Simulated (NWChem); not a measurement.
System: CH4NO cation; SMILES NC=[OH+]

NWChem printed, in part:

```
             Northwest Computational Chemistry Package (NWChem) 7.3.0
             --------------------------------------------------------

                             Geometry "geometry" -> ""
                             -------------------------

 Output coordinates in angstroms (scale by  1.889725989 to convert to a.u.)

  No.       Tag          Charge          X              Y              Z
 ---- ---------------- ---------- -------------- -------------- --------------
    1 N                    7.0000     0.18038000    -1.10642600     0.00000000
    2 C                    6.0000    -0.42628400     0.03946600     0.00000000
    3 O                    8.0000     0.11931500     1.19273300     0.00000000
    4 H                    1.0000     1.19595900    -1.21011600     0.00000000
    5 H                    1.0000    -0.36683600    -1.96720700     0.00000000
    6 H                    1.0000    -1.52403800     0.05890300     0.00000000
    7 H                    1.0000     1.09332200     1.21858400     0.00000000

 Effective nuclear repulsion energy (a.u.)      78.8058911457

                                 NWChem DFT Module
                                 -----------------

 Summary of "ao basis" -> "ao basis" (spherical)
 ------------------------------------------------------------------------------
       Tag                 Description            Shells   Functions and Types
 ---------------- ------------------------------  ------  ---------------------
 N                          def2-svp                 6       14   3s2p1d
 C                          def2-svp                 6       14   3s2p1d
 O                          def2-svp                 6       14   3s2p1d
 H                          def2-svp                 3        5   2s1p

            General Information
            -------------------
          SCF calculation type: DFT
          Wavefunction type:  closed shell.
          No. of atoms     :     7
          No. of electrons :    24
           Alpha electrons :    12
            Beta electrons :    12
          Charge           :     1
          Spin multiplicity:     1
          Use of symmetry is: off; symmetry adaption is: off
          Maximum number of iterations: 150
          AO basis - number of functions:    62
                     number of shells:    30
          Convergence on energy requested:  1.00D-06
          Convergence on density requested:  1.00D-05
          Convergence on gradient requested:  5.00D-04

              XC Information
              --------------
                         B3LYP Method XC Potential
                     Hartree-Fock (Exact) Exchange  0.200
                        Slater Exchange Functional  0.800 local
                    Becke 1988 Exchange Functional  0.720 non-local
              Lee-Yang-Parr Correlation Functional  0.810
                  VWN I RPA Correlation Functional  0.190 local

             Grid Information
             ----------------
          Grid used for XC integration:  medium
          Radial quadrature: Mura-Knowles
          Angular quadrature: Lebedev.
          Tag              B.-S. Rad. Rad. Pts. Rad. Cut. Ang. Pts.
          ---              ---------- --------- --------- ---------
          N                   0.65       49           8.0       434
          C                   0.70       49           7.0       434
          O                   0.60       49           9.0       434
          H                   0.35       45          10.0       434
          Grid pruning is: on
          Number of quadrature shells:   327
          Spatial weights used:  Erf1

      Superposition of Atomic Density Guess
      -------------------------------------

 Sum of atomic energies:        -168.55726202

 Renormalizing density from      25.00 to     24

      Non-variational initial energy
      ------------------------------

 Total energy =    -165.580179
 1-e energy   =    -369.211739
 2-e energy   =     124.825668
 HOMO         =      -0.791565
 LUMO         =      -0.366161

     ---------------------------------------------
      Total Density - Mulliken Population Analysis
     ---------------------------------------------

    Atom       Charge   Shell Charges
 -----------   ------   -------------------------------------------------------
    1 N    7     7.40   1.99  1.09  0.32  2.77  1.22  0.01
    2 C    6     5.53   1.99  1.00  0.22  1.73  0.48  0.10
    3 O    8     8.50   1.99  1.19  0.51  3.31  1.48  0.01
    4 H    1     0.64   0.52  0.07  0.04
    5 H    1     0.62   0.51  0.06  0.04
    6 H    1     0.77   0.62  0.13  0.02
    7 H    1     0.55   0.46  0.04  0.06

   convergence    iter        energy       DeltaE   RMS-Dens  Diis-err
 ---------------- ----- ----------------- --------- --------- ---------
 d= 0,ls=0.0,diis     1   -169.9538550151 -2.49D+02  2.31D-02  1.52D+00
 d= 0,ls=0.0,diis     2   -169.8219531974  1.32D-01  1.50D-02  2.90D+00
 d= 0,ls=0.0,diis     3   -170.0871361111 -2.65D-01  3.46D-03  1.04D-01
 d= 0,ls=0.0,diis     4   -170.0951305957 -7.99D-03  1.39D-03  2.45D-02
 d= 0,ls=0.0,diis     5   -170.0975486027 -2.42D-03  3.88D-04  1.59D-03
  Resetting Diis
 d= 0,ls=0.0,diis     6   -170.0977326391 -1.84D-04  4.10D-05  1.93D-05
 d= 0,ls=0.0,diis     7   -170.0977348315 -2.19D-06  5.54D-06  1.58D-07
 d= 0,ls=0.0,diis     8   -170.0977348424 -1.09D-08  2.29D-06  5.33D-08

         Total DFT energy =     -170.097734842379
      One electron energy =     -379.922640117391
           Coulomb energy =      153.135429440116
    Exchange-Corr. energy =      -22.116415310823
 Nuclear repulsion energy =       78.805891145719

 Numeric. integr. density =       24.000003518000

                       DFT Final Molecular Orbital Analysis
                       ------------------------------------

 Vector   10  Occ=2.000000D+00  E=-7.064313D-01
              MO Center= -3.8D-02,  3.8D-01,  1.7D-09, r^2= 1.4D+00
   Bfn.  Coefficient  Atom+Function         Bfn.  Coefficient  Atom+Function
  ----- ------------  ---------------      ----- ------------  ---------------
    34      0.441843  3 O  pz                20      0.364225  2 C  pz
    37      0.270667  3 O  pz                 6     -0.257351  1 N  pz
    23      0.162277  2 C  pz                 9      0.151219  1 N  pz

 Vector   11  Occ=2.000000D+00  E=-6.451223D-01
              MO Center= -1.3D-01,  9.2D-01,  1.1D-10, r^2= 1.4D+00
   Bfn.  Coefficient  Atom+Function         Bfn.  Coefficient  Atom+Function
  ----- ------------  ---------------      ----- ------------  ---------------
    33     -0.384055  3 O  py                32      0.352807  3 O  px
    36     -0.251247  3 O  py                31     -0.237152  3 O  s
    53      0.220121  6 H  s                 30     -0.214624  3 O  s
    58      0.213572  7 H  s                 35      0.179723  3 O  px
     5      0.169546  1 N  py                 3     -0.165461  1 N  s

 Vector   12  Occ=2.000000D+00  E=-5.790713D-01
              MO Center=  1.4D-01, -2.2D-01, -9.8D-11, r^2= 1.9D+00
   Bfn.  Coefficient  Atom+Function         Bfn.  Coefficient  Atom+Function
  ----- ------------  ---------------      ----- ------------  ---------------
     6      0.488318  1 N  pz                34      0.420018  3 O  pz
     9     -0.362549  1 N  pz                37      0.302657  3 O  pz
    20     -0.108871  2 C  pz                25      0.044567  2 C  d -1
    23     -0.041466  2 C  pz

 Vector   13  Occ=0.000000D+00  E=-2.670815D-01
              MO Center= -2.5D-01, -6.4D-02, -1.7D-10, r^2= 1.6D+00
   Bfn.  Coefficient  Atom+Function         Bfn.  Coefficient  Atom+Function
  ----- ------------  ---------------      ----- ------------  ---------------
    20      0.601948  2 C  pz                23      0.562715  2 C  pz
     9     -0.407015  1 N  pz                 6      0.342666  1 N  pz
    37     -0.315665  3 O  pz                34     -0.305906  3 O  pz
    57      0.029733  6 H  pz

[...]

                     NWChem Electrostatic Potential Fit Module
                     -----------------------------------------

 Atom parameters

 Number of atoms is                                    7
 Number of basis functions is                         62

 Grid parameters

 Maximum number of grid points is                  30261
 Number of grid points is                          30260
 Grid range                                     0.300000 nm
 Grid spacing                                   0.020000 nm
 Probe radius                                   0.070000 nm
 Atom radius factor                             1.000000

 Atomic radii

    1    0.100000
    6    0.147000
    7    0.140000
    8    0.136000
 FASTESP  F
  using M.O. file = ./job.movecs

    Atom              Coordinates                           Charge

                                                  ESP

    1 N     0.018038   -0.110643    0.000000   -0.585643
    2 C    -0.042628    0.003947    0.000000    0.580047
    3 O     0.011932    0.119273    0.000000   -0.420048
    4 H     0.119596   -0.121012    0.000000    0.407193
    5 H    -0.036684   -0.196721    0.000000    0.395805
    6 H    -0.152404    0.005890    0.000000    0.139850
    7 H     0.109332    0.121858    0.000000    0.482797
                                            ------------
                                                1.000000

 Dipole moment                                  0.469698

 Quadrupole moment Qxx                          6.363131
                   Qyy                          3.965682
                   Qzz                        -10.328813

 RMS deviation kJ/mol                           0.042311

 RRMS %                                         1.619343
```

Level: B3LYP/def2-SVP. The geometry was optimised at PBE0/def2-SVP. B3LYP is NWChem's, with the RPA form of VWN correlation.

**Question.** Reconstruct the input file.

**Answer.** Several could match; the one computed here: the input that was run:
```
start job
memory heap 200 mb stack 900 mb global 1100 mb
charge 1
geometry units angstroms noautosym nocenter noautoz
  N      0.180380    -1.106426     0.000000
  C     -0.426284     0.039466     0.000000
  O      0.119315     1.192733     0.000000
  H      1.195959    -1.210116     0.000000
  H     -0.366836    -1.967207     0.000000
  H     -1.524038     0.058903     0.000000
  H      1.093322     1.218584     0.000000
end
basis spherical
  N library def2-svp
  C library def2-svp
  O library def2-svp
  H library def2-svp
end
dft
  xc b3lyp
  iterations 150
  mulliken
end
task dft energy
esp
  recalculate
  probe 0.07
  range 0.3
  factor 1.0
  spacing 0.02
end
task esp
```
